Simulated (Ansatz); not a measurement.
System: As₂, charge 1, doublet. As2+ (parent SMILES [As]#[As], doublet).
B3LYP-D3(BJ)/def2-TZVP minimum from Ansatz (a program for electronic structure):
```
As
As 1 2.2054
```
Charge +1, spin multiplicity 2.

Total energies in cc-pVQZ, 9 correlated electrons, 28 frozen orbitals. UHF or UKS for unpaired electrons; spin-orbit terms are left out. Correlated methods leave the cores frozen (noble-gas shells, and filled d and f shells in the p block). No relativity. The UHF reference of As2+ (parent SMILES [As]#[As], doublet) is spin-contaminated (<S^2> up to 0.58 over the pure value in the sets run). The spin of As2+ (parent SMILES [As]#[As], doublet) was assumed, and the state is the lowest solution found for it.

```json
[
 {"method": "HF", "program": "Ansatz", "energy (Eh)": "-4468.19508", "minus CCSDT(Q) (mEh)": "250.88"},
 {"method": "MP2", "program": "Ansatz", "energy (Eh)": "-4468.38536", "minus CCSDT(Q) (mEh)": "60.59"},
 {"method": "CCSD", "program": "Ansatz", "energy (Eh)": "-4468.42542", "minus CCSDT(Q) (mEh)": "20.54"},
 {"method": "CCSD(T)", "program": "Ansatz", "energy (Eh)": "-4468.44152", "minus CCSDT(Q) (mEh)": "4.43"},
 {"method": "CCSDT(Q)", "program": "Ansatz", "energy (Eh)": "-4468.44595", "minus CCSDT(Q) (mEh)": "0.00"}
]
```

Rough core times of Ansatz's runs on a shared machine: CCSD(T) 7 min, CCSDT(Q) 30 min.
